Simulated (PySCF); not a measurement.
# UHF on Pm (promethium, neutral)

Configuration: [Xe] 4f5 6s1 6p1, one real determinant (an excited configuration). All numbers are calculated (PySCF 2.14, scalar relativity by spin-free X2C-1e, in ANO-RCC-VTZP (8s7p5d3f2g1h, 104 functions)).

```
Total energy                                                  : -10015.695441 hartree
One-electron energy                                           : -13685.6709 hartree
Hartree (Coulomb) energy                                      : 3898.5311 hartree
Exchange energy                                               : -228.5556 hartree
⟨S²⟩                                                          : 15.7545
⟨L²⟩                                                          : 26.208
Sum of ⟨r⟩                                                    : 45.51 bohr
Sum of ⟨r²⟩                                                   : 104.4 bohr²
Traceless quadrupole moment −½Σ⟨3z² − r²⟩ along its main axis : -19.1 e·bohr²
Langevin diamagnetic susceptibility                           : -82.7 ×10⁻⁶ cm³/mol
```

| shell | electrons | mean orbital energy (hartree) | spread (hartree) | rms radius, mean of both spins (bohr) |
| --- | --- | --- | --- | --- |
| 1s α | 1 | -1668.35376 | 0 | 0.0264 |
| 1s β | 1 | -1668.35134 | 0 | 0.0264 |
| 2s α | 1 | -275.49933 | 0 | 0.107 |
| 2s β | 1 | -275.49444 | 0 | 0.107 |
| 2p α | 3 | -246.12798 | 0.00692 | 0.0959 |
| 2p β | 3 | -246.12397 | 0.00671 | 0.0959 |
| 3s α | 1 | -61.90336 | 0 | 0.277 |
| 3s β | 1 | -61.80939 | 0 | 0.277 |
| 3p α | 3 | -52.44840 | 0.02306 | 0.277 |
| 3p β | 3 | -52.34337 | 0.04150 | 0.277 |
| 3d α | 5 | -39.31235 | 0.02005 | 0.256 |
| 3d β | 5 | -39.19876 | 0.03913 | 0.256 |
| 4s α | 1 | -13.22734 | 0 | 0.630 |
| 4s β | 1 | -12.95497 | 0 | 0.630 |
| 4p α | 3 | -10.03274 | 0.01643 | 0.669 |
| 4p β | 3 | -9.72937 | 0.07409 | 0.669 |
| 4d α | 5 | -5.39585 | 0.08023 | 0.744 |
| 4d β | 5 | -4.99584 | 0.08239 | 0.744 |
| 5s α | 1 | -2.00058 | 0 | 1.56 |
| 5s β | 1 | -1.87201 | 0 | 1.56 |
| 5p α | 3 | -1.12398 | 0.01045 | 1.82 |
| 5p β | 3 | -1.02498 | 0.02278 | 1.82 |
| 4f α | 5 | -0.49895 | 0.07488 | 1.11 |
| 6s α | 1 | -0.23888 | 0 | 4.86 |
| 6p α | 1 | -0.14109 | 0 | 6.29 |

⟨L²⟩ = 26.21 against 42 for a pure I term, so this real determinant mixes terms. Spin-orbit coupling, absent here, splits the open shell strongly.

Densities and radii are taken from the X2C orbitals without a picture-change correction, which distorts them close to the nucleus.

Spin-orbit constants ζ (cm⁻¹) from the X2C one-electron operator on these orbitals: bare nucleus, nucleus screened by l(l+1)(2l+1)/3 electrons, and screened by the Breit-Pauli mean field of the electrons.

```csv
shell,bare,screened nucleus,mean field
2p,2935000,2839000,n/a
3p,597000,577400,n/a
3d,92520,77360,n/a
4p,126700,122600,n/a
4d,16310,13640,n/a
4f,2065,1117,n/a
5p,16560,16010,n/a
6p,904.1,874.4,n/a
```

To first order the Landé constant is A = 153.8 cm⁻¹, so the lowest level has J = 5/2 and lies 0.467 eV below the centre of the term. This holds in LS coupling only.
